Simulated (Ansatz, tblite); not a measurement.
Cost and result up the ladder for the cluster Nb₂S₆ (the lowest singlet isomer of a short search) (8 atoms). Total charge 0; singlet. Geometry: PBE-D4/def2-SVP.

Cartesian coordinates in Å:
```
Nb 1.0775 1.8803 1.1165
Nb -0.0870 -0.1445 0.0046
S -0.8136 -1.5083 -1.9745
S 0.4571 -2.4543 -0.5649
S 1.7928 -0.1892 1.7242
S 1.0336 1.6289 -1.1983
S -1.1221 1.5590 1.5903
S -2.3384 -0.7720 -0.6980
```

Ansatz on 4 threads of Arm Neoverse V1 on a shared host; xTB runs through tblite on one thread. Times are rough, summed over both states, and most runs start from the orbitals of an earlier one. No level here is sound enough to serve as a yardstick. The other state is a doublet.

In the def2 sets Nb takes a core potential; there is no spin–orbit coupling. The xTB rows come from tblite. The structure comes from a short search, and lower isomers may exist.

Raw xTB energies of ions are shifted by several eV.

```json
{"level": "GFN2-xTB", "functions": "72", "vertical IE (eV)": "12.85", "remarks": "–"}
{"level": "PBE-D4/def2-TZVP", "functions": "302", "vertical IE (eV)": "7.63", "remarks": "restricted SCF unstable in HF (singlet)"}
{"level": "PBE0-D4/def2-TZVP", "functions": "302", "vertical IE (eV)": "7.89", "remarks": "restricted SCF unstable in HF (singlet)"}
{"level": "GFN1-xTB", "functions": "72", "vertical IE (eV)": "12.35", "remarks": "–"}
{"level": "r2SCAN-D4/def2-TZVP", "functions": "302", "vertical IE (eV)": "7.75", "remarks": "restricted SCF unstable in HF (singlet)"}
```

(1) Estimate how long each takes.

Results:

(1) GFN1-xTB 0.034 s; GFN2-xTB 0.065 s; PBE-D4/def2-TZVP 25 s; r2SCAN-D4/def2-TZVP 68 s; PBE0-D4/def2-TZVP 78 s. On shared hardware such times vary by a factor of up to 3.
